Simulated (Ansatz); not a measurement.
Consider the ligand exchange at the Si–C bond: `N=C=C[SiH2][GeH3]` + HCl → `Cl[SiH2][GeH3]` + `C=C=N`.

Isolated molecules relaxed with PBE0-D4/def2-TZVP in Ansatz; ΔE leaves out vibrations. CCSD(T)/CBS adds triple-zeta CCSD(T) − MP2 to the extrapolated MP2 energy (def2 sets, frozen cores). This one scheme is used for every species. Functionals use def2-TZVPP. For Ge outer-core shells are correlated without core-valence functions, which leaves a few kJ/mol of doubt a bond. Scalar relativity is left out up to krypton. One conformer a species, not always the lowest.

```csv
level,ΔE (eV)
PBE-D4,-0.67
r2SCAN-D4,-0.71
ωB97X-V,-0.74
ωB97M-V,-0.74
CCSD(T)/def2-TZVPP,-0.66
HF/def2-QZVPP,-0.85
SCS-MP2/def2-QZVPP,-0.71
CCSD/CBS(def2),-0.74
```

Question: What does CCSD(T)/CBS give? (An estimate is asked.)

Answer: The calculation gave: -0.71 eV. The listed levels differ from it by 0.04, 0.00, -0.03, -0.03, 0.05, -0.14, 0.00, -0.03 eV.

Largest T1 diagnostic among the species: 0.015.

In def2-TZVPP, CCSD(T) changes the Hartree–Fock value by +0.19 eV (the triples alone add +0.03 eV) and MP2 by +0.20 eV. The D4 term adds +0.04 eV with B3LYP and +0.03 eV with PBE0; it sums over pairs of atoms, weighted by their polarisabilities, and B3LYP, whose exchange is more repulsive, gets the larger term.

B3LYP here is the variant with VWN-RPA as its local correlation; programs differ in this.
